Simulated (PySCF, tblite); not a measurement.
Isomers of C3H8Cl2OSi2. Computed values, GFN2-xTB/tblite, gas phase, harmonic and unscaled. The method is semi-empirical: single wavenumbers can be off by several per cent or more. Modes of hydrogen on silicon can be 10 to 20 % off. One conformer each.

Electronic energies: PBE0/pcSseg-1 single points on the GFN2-xTB geometries (PySCF, gas phase).

```tsv
SMILES	electronic energy, lowest = 0 (kJ/mol)
CO[SiH2]/C=C(\Cl)[SiH2]Cl	204.6
C=CO[Si@H](Cl)C[SiH2]Cl	0.0
C=CO[Si@@H](Cl)[SiH2]CCl	186.1
C=CO[SiH2][Si@H](Cl)CCl	205.4
```

Task: How do GFN2-xTB zero-point energies change the relative energies?

Result: 
| SMILES | ZPE (kJ/mol) | of it from modes above 1550 cm⁻¹ | electronic (kJ/mol) | with ZPE, lowest = 0 (kJ/mol) | lowest mode (cm⁻¹) | rings |
| --- | --- | --- | --- | --- | --- | --- |
| C=CO[Si@H](Cl)C[SiH2]Cl | 264.6 | 142.5 | 0.0 | 0.0 | 14 | 0 |
| C=CO[Si@@H](Cl)[SiH2]CCl | 261.8 | 141.4 | 186.1 | 183.2 | 17i | 0 |
| CO[SiH2]/C=C(\Cl)[SiH2]Cl | 257.9 | 135.3 | 204.6 | 198.0 | 21 | 0 |
| C=CO[SiH2][Si@H](Cl)CCl | 262.2 | 141.0 | 205.4 | 203.0 | 10 | 0 |

The zero-point energies span 6.7 kJ/mol, from `CO[SiH2]/C=C(\Cl)[SiH2]Cl` to `C=CO[Si@H](Cl)C[SiH2]Cl`. Slightly imaginary modes are left out of the zero-point energy: `C=CO[Si@@H](Cl)[SiH2]CCl` 17.3i cm⁻¹. The order is unchanged.

Task: And how do the electronic energies of GFN2-xTB itself compare?

Result: `C=CO[Si@H](Cl)C[SiH2]Cl` 0.0; `C=CO[Si@@H](Cl)[SiH2]CCl` 154.5; `CO[SiH2]/C=C(\Cl)[SiH2]Cl` 115.2; `C=CO[SiH2][Si@H](Cl)CCl` 146.0 kJ/mol, lowest = 0. Against the energies above, taken from the same isomer `C=CO[Si@H](Cl)C[SiH2]Cl`, the largest difference is 89.4 kJ/mol.
